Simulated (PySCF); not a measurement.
A structure optimised at PBE0-D3(BJ)/def2-SVP (Å):
```
atom  x, y, z in Å
O1     1.5879   -1.5482   -0.8683
Si2    1.0690   -0.0982   -0.2276
C3    -0.3751    0.5684   -1.2481
Si4   -1.4453    0.4206    0.2980
F5    -1.9361    1.8793    0.8399
C6    -0.0190   -0.2615    1.3259
H7     2.3560   -1.9548   -0.4569
H8     2.2191    0.8424   -0.0454
H9    -0.2553    1.5881   -1.6456
H10   -0.6661   -0.0952   -2.0784
H11   -2.6642   -0.4299    0.1856
H12    0.2698    0.3745    2.1779
H13   -0.1597   -1.2906    1.6925
```

Neutral, closed shell.

(1) Which heavy atoms are bonded, and with what formal order?

(2) Write the SMILES.

(3) Which rings does it hold (smallest set)?

(4) Classify the heavy atoms.

(5) What is the arrangement about Si2?

(6) What is the arrangement about Si4?

## Answers

(1) O1–Si2 1.67 Å (single); Si2–C3 1.89 Å (single); C3–Si4 1.89 Å (single); Si4–F5 1.63 Å (single); Si4–C6 1.89 Å (single); Si2–C6 1.90 Å (single). Bonds to hydrogen (Å): O1–H7 0.96; Si2–H8 1.50; C3–H9 1.10; C3–H10 1.10; Si4–H11 1.49; C6–H12 1.10; C6–H13 1.10.

(2) `O[Si@H]1C[Si@H](F)C1`, C2H7FOSi2. Among its features: Si–H bond and C–Si bond.

(3) Si2–C3–Si4–C6 (4 members, 0.00 Å rms from planarity).

(4) O1: silanol oxygen; Si2: oxygen-bound silicon; C3/C6: sp3 carbon bound to silicon; Si4: fluorine-bound silicon; F5: silicon-bound fluorine.

(5) It has 4 neighbours (O1, C3, C6, H8) and has angles from 92.0° to 115.5°.

(6) It has 4 neighbours (C3, F5, C6, H11) and has angles from 92.6° to 116.9°.

The numbers are calculated, not measured.
